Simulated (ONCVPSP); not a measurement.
# Before and after: ONCV potential for In

* Element: In
* Generator: ONCVPSP 4.0.1
* Type: optimised norm-conserving Vanderbilt (ONCV)
* Functional: PBE
* Relativity: scalar-relativistic
* Frozen core: [Ar] 3d10
* Valence charge: 21
* Reference configuration: 4s2 4p6 4d10 5s2 (charge +1)
* Partial waves: 4s+5s: rc 1.60 bohr, ncon 5, nbas 8, qcut 6.4 1/bohr, 3 projectors, debl 1.5 Ha; 4p: rc 1.30 bohr, ncon 3, nbas 8, qcut 12.5 1/bohr, 1 projector; 4d: rc 1.30 bohr, ncon 4, nbas 9, qcut 14.6 1/bohr, 2 projectors, debl 1.8 Ha; f scattering state at 0.39 Ha: rc 1.35 bohr, ncon 5, nbas 8, qcut 8 1/bohr, 2 projectors, debl 0.4 Ha
* Local potential: polynomial inside 1.05 bohr (lpopt 5, dvloc0 3 Ha)
* Core correction: Teter function, fcfact 4.25, rcfact 1.5

Change: local potential polynomial inside 1.05 bohr (lpopt 5, dvloc0 4 Ha).

Cutoffs: the cutoffs (Ha) at which the residual kinetic energy of the hardest occupied pseudo-wave falls to 1 and 0.1 mHa per electron; they do not see the model core or the augmentation charge, which bear on the density cutoff. Errors are all-electron minus pseudo energies relative to the spin-unpolarised reference configuration.

Q: What does the change do?

A: The potential gets neither clearly harder nor softer (46 Ha and 63 Ha → 46 Ha and 63 Ha); of the 4 tests that both files solve, the error grows in 0 and shrinks in 2 by more than 15 % and 0.3 meV (median size 26.0 → 18.9 meV); neither file shows a bound ghost.

| quantity | base | changed |
| --- | --- | --- |
| cutoff, loose | 46 Ha | 46 Ha |
| cutoff, tight | 63 Ha | 63 Ha |
| bound ghosts | none | none |
| GHOST(+) flags under 300 eV | f at 133.3 eV | f at 134.4 eV |
| error for 4s2 4p6 4d10 5s2 5p1, meV [ΔE -5.36 eV] | +32 | +18 |
| error for 4s2 4p6 4d10 5s1, meV [ΔE 19.24 eV] | -5.4 | -5.4 |
| error for 4s2 4p6 4d10 5s0, meV [ΔE 47.56 eV] | -20 | -20 |
| error for 4s2 4p6 4d9 5s2 5p2, meV [ΔE 12.94 eV] | +103 | +57 |
| s: phases at 1.62 bohr within 0.05 rad from the reference energy up to (Ha; the scan ends near 5) | to the end of the scan | to the end of the scan |
| p: phases at 1.32 bohr within 0.05 rad from the reference energy up to (Ha; the scan ends near 5) | 1.9 | 2.4 |
| d: phases at 1.32 bohr within 0.05 rad from the reference energy up to (Ha; the scan ends near 5) | to the end of the scan | to the end of the scan |
| f: phases at 1.37 bohr within 0.05 rad from the reference energy up to (Ha; the scan ends near 5) | 4.1 | 4.2 |
| rms error of d²Exc/dni dnj with the model core, mHa | 2.62 | 2.62 |
